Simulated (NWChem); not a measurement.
Species: C4H4O2; SMILES C1=COC=CO1

### Question
Give the equilibrium geometry at PBE-D3(BJ)/def2-SVP (NWChem) as a Z-matrix, with the point group.

### Answer
point group D2h; any orientation.
```
C
C 1 1.3444
O 2 1.3885 1 124.03
C 3 1.3885 2 111.93 1 0.00
C 4 1.3444 3 124.03 2 0.00
O 1 1.3885 2 124.03 3 0.00
H 1 1.0971 2 122.96 3 180.00
H 2 1.0971 1 122.96 7 0.00
H 4 1.0971 5 122.96 6 180.00
H 5 1.0971 4 122.96 9 0.00
```
